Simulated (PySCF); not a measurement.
## Polarisability and C₆ of Pb (lead, neutral)

[Xe] 4f14 5d10 6s2 6p2, high-spin 3P determinant. Computed with PySCF 2.14 in aug-cc-pVQZ-PP with one added diffuse shell each of s, p, d, f, g type with ECP60MDF (8s8p6d4f3g, 117 functions), with a scalar-relativistic core potential. Coupled (time-dependent) response in atomic units; α is the mean over directions.

| method | mean α (bohr³) | α xx, yy, zz | C₆ (like pair) | S(−4) |
| --- | --- | --- | --- | --- |
| UHF | 62.87 | 47.04, 70.78, 70.78 | 741.1 | 1526 |
| PBE | 70.04 | 50.03, 80.04, 80.04 | 814.6 | 2337 |

S(−4) is the Cauchy moment in α(ω) = α(0) + S(−4) ω² + …

Reference α: 47 ± 3 bohr³ (recommended; Schwerdtfeger and Nagle, table of static dipole polarizabilities (2023 update)). Published C₆: 534.0 (Gould and Bucko (2016)).

Spin-orbit coupling is absent.

α(iu) at UHF:

```csv
u (hartree),α(iu) (bohr³)
0,62.87
0.0500,59.36
0.100,51.50
0.200,35.90
0.300,25.49
0.500,14.73
0.750,9.051
1.00,6.347
1.50,3.813
2.00,2.610
3.00,1.459
5.00,0.6343
```

The components differ because the open shell of this determinant is not spherical; for a pure term their mean is the scalar polarisability.

Energies and moments cover only the electrons outside the core potential. Spin-orbit coupling is strong in this species (close to jj coupling), so the high-spin LS determinant is a model state, not a physical level.
